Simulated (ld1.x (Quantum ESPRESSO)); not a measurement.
iridium: one change to a TM potential, before and after

* Element: Ir (Z = 77)
* Generator: ld1.x (Quantum ESPRESSO) 7.5
* Type: norm-conserving Troullier–Martins (Kleinman–Bylander form)
* Functional: LDA (PZ)
* Relativity: scalar-relativistic
* Frozen core: [Xe] 4f14
* Valence charge: 9
* Reference configuration: 5d7 6s0.5 6p0 (charge +1.5)
* Partial waves: 6p (bound, empty): rc 2.50 bohr; 5d (bound): rc 1.65 bohr; 6s (bound): rc 2.40 bohr
* Local potential: the s channel
* Core correction: a·sin(br)/r model core inside 0.85 bohr

Change: wave 5d (bound): rc 1.65 bohr becomes 5d (bound): rc 2.30 bohr.

Cutoffs: the cutoffs (Ry, on a coarse ladder) from which the occupation-weighted sum of valence levels, in a spherical-Bessel basis at the reference potential, stays within 10 and 1 mRy of its value at 400 Ry; they do not see the model core or the augmentation charge, which bear on the density cutoff. Errors are all-electron minus pseudo energies relative to the spin-unpolarised reference configuration.

Q: What does the change do?

A: The potential gets softer (40 Ry and 55 Ry → 35 Ry and 40 Ry); of the 9 tests that both files solve, the error grows in 2 and shrinks in 0 by more than 15 % and 0.3 meV (median size 6.7 → 7.3 meV); neither file shows a bound ghost. A larger radius leaves more room for a smooth pseudo-wave, so fewer plane waves are needed.

```tsv
quantity	base	changed
cutoff, loose	40 Ry	35 Ry
cutoff, tight	55 Ry	40 Ry
loose cutoff by channel (10 mRy a level)	d 35 Ry, s 8 Ry	d 30 Ry, s 8 Ry
bound ghosts	none	none
error for 5d7 6s2 6p0, meV [ΔE -18.11 eV]	-11	-9.9
error for 5d7 6s1 6p0, meV [ΔE -7.93 eV]	+0.1	+0.2
error for 5d7 6s0 6p0, meV [ΔE 9.92 eV]	-6.7	-6.6
error for 5d6 6s0 6p0, meV [ΔE 40.76 eV]	-136	-133
error for 5d8 6s1 6p0, meV [ΔE -18.39 eV]	-45	-45
error for 5d7 6s0 6p2, meV [ΔE -6.92 eV]	-0.7	-0.5
error for 5d7 6s0 6p1, meV [ΔE -1.35 eV]	-0.4	-0.4
error for 5d7 6s0.5 6p0 (spin-polarised), meV [ΔE -1.53 eV]	+21	+33
error for 5d7 6s2 6p0 (spin-polarised), meV [ΔE -19.27 eV]	-5.3	+7.3
s: phases at 2.68 bohr within 0.05 rad from the reference energy up to (Ry; the scan ends near 5)	1.9	1.9
p: phases at 2.68 bohr within 0.05 rad from the reference energy up to (Ry; the scan ends near 5)	2.1	2.1
d: phases at 2.68 bohr within 0.05 rad from the reference energy up to (Ry; the scan ends near 5)	0.3	0.3
```
